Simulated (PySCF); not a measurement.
F2Mg, singlet, at a GFN2-xTB geometry (such geometries of metal compounds can be far from the true shape).

Input for PySCF:
```python
from pyscf import gto, scf

mol = gto.Mole()
mol.atom = '''
    Mg    0.40305854   -0.05533096   -0.13647722
    F    -0.45725792    1.18552207   -0.93154954
    F    -0.08015346   -1.11174745    1.11351917
'''
mol.basis = 'sto-3g'
mol.verbose = 4
mol.build()

mf = scf.RHF(mol)
mf.kernel()
```

### Question
Predict the total energy from HF/STO-3G (PySCF).

### Answer
-393.2241 Eh

### Question
What HOMO energy does HF/STO-3G give?

### Answer
-7.63 eV

### Question
Predict the HOMO-LUMO gap from HF/STO-3G.

### Answer
16.71 eV
